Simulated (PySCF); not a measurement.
Compound: C6H7FO2.
SMILES with atom numbers: `[F:1][CH2:2][O:3][C:4]1=[CH:5][CH2:6][CH:7]=[CH:8][O:9]1` (hydrogens: H10, H11 on C2; H12 on C5; H13, H14 on C6; H15 on C7; H16 on C8)

Computed geometry: GFN2-xTB, gas phase.

Problem. What internal coordinates does the optimisation give?

Solution. 
| bond | length (bohr) |
| --- | --- |
| F1–C2 | 2.554 |
| C2–O3 | 2.633 |
| O3–C4 | 2.573 |
| C4=C5 | 2.508 |
| C5–C6 | 2.841 |
| C6–C7 | 2.835 |
| C7=C8 | 2.496 |
| C8–O9 | 2.595 |
| C4–O9 | 2.589 |
| C2–H10, C2–H11 | 2.081 |
| C5–H12 | 2.032 |
| C6–H13, C6–H14 | 2.074 |
| C7–H15 | 2.036 |
| C8–H16 | 2.039 |

Bonds in one row agree within 0.02 bohr and their mean is given. A selection of angles:
| angle | degrees |
| --- | --- |
| F1–C2–O3 | 106.5 |
| F1–C2–H10 | 107.6 |
| O3–C2–H10 | 112.1 |
| H10–C2–H11 | 110.7 |
| C2–O3–C4 | 117.0 |
| O3–C4–C5 | 121.3 |
| O3–C4–O9 | 113.5 |
| C5–C4–O9 | 125.2 |
| C4–C5–C6 | 122.2 |
| C4–C5–H12 | 118.8 |
| C6–C5–H12 | 119.0 |
| C5–C6–C7 | 109.5 |
| C5–C6–H13 | 110.3 |
| C7–C6–H13 | 110.1 |
| H13–C6–H14 | 106.5 |
| C6–C7–C8 | 122.5 |
| C6–C7–H15 | 117.9 |
| C8–C7–H15 | 119.6 |
| C7–C8–O9 | 125.2 |
| C7–C8–H16 | 124.6 |
| O9–C8–H16 | 110.3 |
| C4–O9–C8 | 115.4 |

Dihedral angles: F1–C2–O3–C4 180° (antiperiplanar); C2–O3–C4–C5 180° (antiperiplanar); O3–C4–C5–C6 180° (antiperiplanar); C4–C5–C6–C7 0° (synperiplanar); C5–C6–C7–C8 0° (synperiplanar); C6–C7–C8–O9 0° (synperiplanar); C7–C8–O9–C4 0° (synperiplanar); O3–C4–O9–C8 180° (antiperiplanar).

The 6-membered ring C4–C5–C6–C7–C8–O9 has internal angles of 109.5° to 125.2°; it is planar, 0.00 Å rms from its mean plane, widest ring torsion 0°. O3 (ether oxygen) is bent (angle 117.0°). The C–O distances run from 1.362 Å (O3–C4, drawn single) to 1.393 Å (C2–O3, drawn single), a spread of 0.031 Å. Of the pairs four or more bonds apart, O9···H10 is among the closest relative to their van der Waals radii: 2.54 Å, 93 % of the sum of Bondi's values. The C–C distances run from 1.321 Å (C7=C8, drawn double) to 1.503 Å (C5–C6, drawn single), a spread of 0.182 Å. The 9 heavy atoms lie in one plane (0.000 Å rms).

Point group: Cs (every atom within 0.08 Å of its image). No frequency check. The numbers are those of one conformer.
